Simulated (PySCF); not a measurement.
# A survey of ³¹P NMR shifts

PySCF calculation with σ from GIAO-PBE0/pcSseg-1 and coordinates at the GFN2-xTB level; one computed conformer, rapidly exchanging positions averaged, no relativistic terms, no solvent model.

Shieldings were converted by a linear fit to measured shifts: ³¹P (scatter 18.1 ppm rms vs H3PO4, solution or neat liquid). A few per cent of atoms miss by over 2 rms, more outside the fitted compound classes.

Question: Give the ³¹P shifts of `CP1CC[PH](=S)CC1`, `N[SiH2][Si@@H](P)C(F)(F)F`.

Answer: 
| compound | environment | δ (ppm) |
| --- | --- | --- |
| [CH3:1][P:2]1[CH2:3][CH2:4][PH:5](=[S:6])[CH2:7][CH2:8]1 | P5: phosphorus bonded to 2 C, S, H, in a 6-membered ring | 8.5 |
| [CH3:1][P:2]1[CH2:3][CH2:4][PH:5](=[S:6])[CH2:7][CH2:8]1 | P2: phosphorus bonded to 3 C, in a 6-membered ring | -49.3 |
| N[SiH2][Si@@H](P)C(F)(F)F | phosphorus bonded to Si, 2 H | -254.0 |

Question: Order these by ³¹P shift, lowest first.
A. N[Si@]([SiH3])(P)C(F)(F)F
B. O=C=PCO
C. S=[PH]1CCSCC1
D. FC(F)(F)[Si@H](P)N[SiH3]

Answer: D (-243.9 ppm, phosphorus bonded to Si, 2 H), A (-219.2 ppm, phosphorus bonded to Si, 2 H), B (-183.2 ppm, phosphorus bonded to 2 C), C (4.0 ppm, phosphorus bonded to 2 C, S, H, in a 6-membered ring).
